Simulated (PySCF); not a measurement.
# TiHF, triplet: structure and spectrum

Method: PySCF, UPBE0, basis Ti def2-TZVP, H def2-TZVP, F def2-TZVP (no relativity, density fitting).

The structure is a minimum.

Z-matrix (Å, degrees; charge 0 multiplicity 3):
```
Ti
H  1 1.7520
F  1 1.7851 2 124.67
```

```
Point group                                                                   : Cs
Bond lengths                                                                  : Ti–F 1.785 Å, Ti–H 1.752 Å
Bond angles                                                                   : F–Ti–H 124.7°
Atomisation energy without zero-point energy                                  : 854 kJ/mol
Lowest empty level (α)                                                        : -2.12 eV
Rotational constants                                                          : 8.62, 0.3688, 0.3537 cm⁻¹
Highest occupied level (α)                                                    : -5.61 eV
Zero-point energy                                                             : 16.2 kJ/mol
Principal polarisabilities                                                    : 41.3, 49.8, 52.8 bohr³
Principal quadrupole moments (Buckingham, traceless) about the centre of mass : -7.70, 3.55, 4.15 D Å
Enthalpy at 298.15 K above 0 K                                                : 11.06 kJ/mol
Rotational symmetry number                                                    : 1
Spin squared ⟨S²⟩                                                             : 2.011
Entropy at 298.15 K and 1 bar (electronic part: spin only)                    : 259.4 J/(mol K)
Heat capacity Cp at 298.15 K                                                  : 43.2 J/(mol K)
Dipole moment                                                                 : 3.16 D
```

Harmonic modes (masses in u: Ti 47.948, H 1.008, F 18.998):
| symmetry | ω (cm⁻¹) | IR (km/mol) | μ (u) |
| --- | --- | --- | --- |
| a' | 388 | 110 | 1.14 |
| a' | 702 | 198 | 15.99 |
| a' | 1622 | 368 | 1.03 |

Charges (e):
```
atom  Mulliken  Löwdin  polar tensor  spin (Mulliken)  Mayer order to Ti1
 Ti1      0.73    0.45          1.18             2.11                   –
  H2     -0.21   -0.19         -0.45            -0.09                0.93
  F3     -0.52   -0.26         -0.73            -0.02                0.89
```

Mulliken populations on Ti1: s 6.70, p 12.25, d 2.31, f 0.02.

Outer orbital energies (eV). α occupied: -11.91, -11.37, -11.33, -7.95, -6.52, -5.61; empty: -2.12, -1.65, -1.50, -0.67. β occupied: -11.85, -11.33, -11.33, -7.85; empty: -1.70, -1.18, -0.89, -0.76.

This need not be the most stable arrangement of these atoms. Other spin states or occupations of the open shell can lie lower.

The final relaxation and frequency run took 45 s on 2 threads of a shared Arm Neoverse V1 host, with 82 basis functions and 16 gradients; the process peaked at 0.79 GiB.
